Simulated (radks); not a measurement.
Results of a calculation; reference values are marked as such.
Valence configurations of Hf I (all share [Xe]). Level of theory: Dirac Kohn-Sham, PBE, spin-unpolarised, spherical densities, point nucleus; open shells fill j = l - 1/2 first (a radial shooting solver on a logarithmic mesh with Libxc functionals). Energies are relative to 4f14 5d2 6s2; eigenvalues in eV.

| valence | E (eV) | e(4f5/2) | e(4f7/2) | e(5d3/2) | e(6p1/2) | e(6p3/2) |
|---|---|---|---|---|---|---|
| 4f14 5d2 6s2 | 0.000 | -17.467 | -15.723 | -2.819 | - | - |
| 4f13 5d2 6s2 6p1 | 19.075 | -28.727 | -26.900 | -6.304 | -2.581 | - |
| 4f14 5d1 6s2 6p1 | 1.807 | -20.767 | -19.022 | -4.988 | -2.504 | - |
| 4f11 5d4 6s2 6p1 | 74.650 | -46.185 | -44.191 | -8.876 | -2.653 | - |
| 4f14 5d1 6s1.5 6p1.5 | 3.748 | -21.385 | -19.640 | -5.473 | -2.762 | - |
| 4f14 5d2 6s1.5 6p0.5 | 1.718 | -18.098 | -16.354 | -3.334 | -1.941 | - |
| 4f13 5d2 6p3 | 28.163 | -31.408 | -29.581 | -8.503 | -3.723 | -3.078 |
| 4f14 5d2 6s1 6p1 | 3.476 | -18.704 | -16.960 | -3.823 | -2.218 | - |
| 4f13.5 5d2.5 6s2 | 7.247 | -21.229 | -19.444 | -3.338 | - | - |
| 4f14 5d3 6s1 | 2.417 | -15.987 | -14.244 | -2.033 | - | - |

NIST lists [Xe] 4f14 5d2 6s2 as the ground configuration; this level of theory agrees among the configurations tried. The energies are those of spherical spin-averaged densities, not of single terms.
